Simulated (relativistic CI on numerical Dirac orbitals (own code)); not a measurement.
# Bi⁴⁴⁺: q coefficients and field-shift factors

Calculated at this level of theory: Dirac-Coulomb-Breit CI, separate exchange-only KLI orbitals for each configuration, derivatives by finite differences, unscaled Slater integrals, QED left out (own radial code, finite nucleus).

Configuration list (outside the closed core [Ar] 3d10): 4s2 4p6 4d3, 4s2 4p6 4d2 4f, 4s2 4p5 4d4, 4s2 4p6 4d 4f2, 4s 4p6 4d4, 4p6 4d5, 4s2 4p6 4d2 5s, 4s2 4p6 4d 4f 5s. Levels of other configurations are missing.

With x = (α/α₀)² − 1 an excitation energy changes as ω = ω₀ + qx; K = 2q/ω₀ is the relative enhancement. Terms are leading LS components, so labels can repeat. The field-shift factor is F = δν/δ⟨r²⟩ for the transition from the lowest level.

Lowest level 4s2 4p6 4d3 4F_3/2.

```tsv
Level	ω₀ (cm⁻¹)	q (cm⁻¹)	K	F (GHz/fm²)
4s2 4p6 4d3 4F_5/2	242403	279900	2.31	12.4
4s2 4p6 4d3 4P_3/2	264252	276300	2.09	11.9
4s2 4p6 4d3 2G_7/2	284001	283400	2	12.6
4s2 4p6 4d3 4P_1/2	284757	278300	1.95	11.4
4s2 4p6 4d3 2H_9/2	286340	277300	1.94	13.2
4s2 4p6 4d3 2D_5/2	371112	292000	1.57	12.5
4s2 4p6 4d3 4F_7/2	519389	556200	2.14	24.8
4s2 4p6 4d3 4F_9/2	539773	560300	2.08	25.6
4s2 4p6 4d3 4P_3/2	552577	559700	2.03	23.6
4s2 4p6 4d3 2P_1/2	564597	560400	1.99	24
4s2 4p6 4d3 4P_5/2	569528	551900	1.94	22.6
4s2 4p6 4d3 2H_11/2	579090	557800	1.93	26.3
4s2 4p6 4d3 2D_5/2	604014	566100	1.87	23.5
```

At this charge energies of transitions that change n are usually good to better than 1 %, and those within a shell (Δn = 0) to a few per cent.
